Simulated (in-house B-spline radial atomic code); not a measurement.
A run on an ion of nuclear charge 26 with 26.8 electrons that did not converge. Method: scalar-relativistic (X2C) LDA VWN5, spin-polarised, spherical fractional occupations, Fermi nucleus of rms radius 3.7377 fm; computed with a B-spline radial code for spherical atoms.

Command:
```bash
python run_scf.py task.json out
```
Settings (nuclear radius in fm, mass in u):
```
Z                26
configuration    [Ar] 3d6.8 4s2
hamiltonian      x2c
method           lda,vwn
spin_polarised   True
nucleus          fermi
rms_radius       3.7377
atomic_mass      55.93494
speed_of_light   137.035999084
```

First and last ten iterations of the last attempt (damped for 15 steps, keeping 80 % of the old Fock matrix, then DIIS):
```
 iter        energy (Eh)    residual
    1       -1257.365605    3.97e-01
    2       -1257.372353    6.33e-01
    3       -1263.463130    4.33e-01
    4       -1266.934208    2.64e-01
    5       -1268.738171    1.48e-01
    6       -1269.577027    9.13e-02
    7       -1269.923613    6.46e-02
    8       -1270.055573    4.31e-02
    9       -1270.107773    2.80e-02
   10       -1270.132215    2.00e-02
  111       -1270.145618    1.24e-02
  112       -1270.146362    1.21e-02
  113       -1269.204729    7.83e-02
  114       -1269.199158    7.86e-02
  115       -1269.201389    7.85e-02
  116       -1269.202224    7.85e-02
  117       -1269.201561    7.85e-02
  118       -1269.200468    7.85e-02
  119       -1269.199061    7.87e-02
  120       -1269.198066    7.87e-02
 not converged after 120 iterations
```

The smallest residual met was 8.5e-03; the threshold is about 3e-07. No energy from this run should be used. The likely cause: this method binds the added charge weakly or not at all at the basis-set limit, so charge moves back and forth between the atom and the box. Run time, properties included: 1.9 s on 1 thread of x86-64 server CPU (shared host).
